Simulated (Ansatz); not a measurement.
The cluster K3O⁺ was relaxed with r2SCAN-D4 (def2-TZVP) in Ansatz in these states: charge +1 quintet, charge +1 singlet, charge +1 triplet. The geometries follow in no particular order.

A:

```xyz
4

K     1.965   -0.731   -1.221
K     0.262   -0.219    2.595
K    -2.054    0.882   -1.450
O    -0.173    0.068    0.076
```

B:

```csv
atom,x (Å),y (Å),z (Å)
K1,-0.705,1.142,-1.942
K2,-0.422,-2.311,0.228
K3,1.126,1.169,1.714
O4,0.002,0.000,-0.001
```

C:

```xyz
4

K     0.6410   -0.2171   -0.2568
K     0.5634   -4.7070    2.3250
K     1.3444    4.0616   -3.0902
O    -2.5488    0.8625    1.0220
```

Task: Judge from the bond lengths which geometry belongs to which state (an estimate).

Result: A is the charge +1 triplet (K2–K3 4.790 Å, K2–O4 2.573 Å, K3–O4 2.556 Å); B is the charge +1 singlet (K2–K3 4.089 Å, K2–O4 2.361 Å, K3–O4 2.361 Å); C is the charge +1 quintet (K2–K3 10.336 Å, K2–O4 6.512 Å, K3–O4 6.504 Å).

At PBE0-D4/def2-TZVP a singlet lies 1.79 eV below the charge +1 triplet. At PBE0-D4/def2-TZVP a singlet lies 5.55 eV below the charge +1 quintet. These are the stationary points nearest to one start from a short search; other shapes may lie lower in each state.
